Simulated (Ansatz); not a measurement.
Born–Oppenheimer molecular dynamics of CH$_{7}$FGe$_{2}$ (11 atoms, charge 0, multiplicity 1). It goes on from the last frame of an earlier run, with new velocities.

All numbers below come from RKS PBE-D4/def2-SVP (Ansatz 0.2.0).

| Property | Result |
| --- | --- |
| ensemble | NVE (velocity Verlet) |
| time step | 0.5 fs |
| steps asked | 100 |
| starting velocities drawn for | 300 K |
| seed | 792629 |

First frame:

```xyz
11
Properties=species:S:1:pos:R:3
Ge 0.183 0.175 0.112
C -0.024 -0.271 2.016
H -0.952 -0.838 2.090
H 0.865 -0.885 2.260
H -0.075 0.708 2.621
H 1.670 0.280 -0.297
Ge -1.172 2.025 -0.884
H -2.631 1.846 -0.452
H -0.796 3.482 -0.611
H -1.170 1.816 -2.373
F -0.429 -1.258 -0.737
```

Task: How far do the bonds stretch over the last three quarters of this one trajectory? (Pairs bonded in most of those frames.)

Result: 
| bond | mean (Å) | spread (Å) | shortest | longest |
| --- | --- | --- | --- | --- |
| Ge1–C2 | 1.970 | 0.018 | 1.95 | 2.00 |
| Ge1–H6 | 1.557 | 0.014 | 1.54 | 1.58 |
| Ge1–Ge7 | 2.438 | 0.026 | 2.40 | 2.48 |
| Ge1–F11 | 1.794 | 0.032 | 1.73 | 1.83 |
| C2–H3 | 1.112 | 0.021 | 1.08 | 1.15 |
| C2–H4 | 1.121 | 0.048 | 1.04 | 1.18 |
| C2–H5 | 1.107 | 0.025 | 1.07 | 1.15 |
| Ge7–H8 | 1.551 | 0.026 | 1.51 | 1.59 |
| Ge7–H9 | 1.572 | 0.076 | 1.45 | 1.68 |
| Ge7–H10 | 1.546 | 0.037 | 1.50 | 1.60 |

Mean temperature of the second half: 220 K. The conserved energy stayed within 0.19 meV per atom of its start (net change -0.021 meV per atom), so the integration is sound. A run of 0.05 ps of so small a system gives no equilibrium averages.

Time of the run: 2.4 min on 4 threads of Arm Neoverse V1 (shared host), peak memory 0.19 GiB.
